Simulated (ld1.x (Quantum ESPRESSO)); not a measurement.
**Which change was made? (Ba, TM)**

Ba (Z = 56), norm-conserving Troullier–Martins (Kleinman–Bylander form), made with ld1.x (Quantum ESPRESSO) 7.5 (LDA (PZ), scalar-relativistic). Core [Xe], reference 5d0 6s1.5 6p0 (charge +0.5). Waves: 6p (bound, empty): rc 3.85 bohr; 5d (bound, empty): rc 2.40 bohr; 6s (bound): rc 3.45 bohr. Local part: the s channel. Core correction: Bessel-smoothed model core, default radius (core density twice the valence density).

Cutoffs, loose and tight: the cutoffs (Ry, on a coarse ladder) from which the occupation-weighted sum of valence levels, in a spherical-Bessel basis at the reference potential, stays within 10 and 1 mRy of its value at 400 Ry. They do not see the model core or the augmentation charge, which bear on the density cutoff. Test errors are all-electron minus pseudo excitation energies from the reference, over the configurations 5d0 6s2 6p0; 5d0 6s1 6p0; 5d0 6s1 6p1; 5d1 6s0 6p0; 5d0.5 6s1.5 6p0; 5d1 6s1 6p0; 5d0 6s0 6p2 (two spin-polarised tests are not counted in the largest error); variants that change the core or the reference have their own tests.

The base gives: outcome: generated; cutoff, loose: 6 Ry; cutoff, tight: 8 Ry; bound ghosts: none; largest test error (meV): -51.

After one change the result is: outcome: generated, misses its reference levels by 0.26 eV; cutoff, loose: 15 Ry; cutoff, tight: 21 Ry; bound ghosts: none; largest test error (meV): -614. Which change was it?
A. all radii but the core radius scaled by about 0.94 (s 3.24, p 3.60, d 2.24 bohr)
B. wave 6p (bound): rc 3.85 bohr becomes 6p (bound): rc 2.34 bohr
C. core [Kr] 4d10 5s2, valence charge 8; reference 5p6 5d0 6s1.75 6p0.25; waves now 5p (bound): rc 2.70 bohr; 5d (bound): rc 4.20 bohr; 6s (bound): rc 3.75 bohr; core correction none

C. The others give: wave 6p (bound): rc 3.85 bohr becomes 6p (bound): rc 2.34 bohr → outcome: generated; cutoff, loose: 6 Ry; cutoff, tight: 8 Ry; bound ghosts: p; largest test error (meV): +2849 | all radii but the core radius scaled by about 0.94 (s 3.24, p 3.60, d 2.24 bohr) → outcome: generated; cutoff, loose: 6 Ry; cutoff, tight: 12 Ry; bound ghosts: p; largest test error (meV): -41.
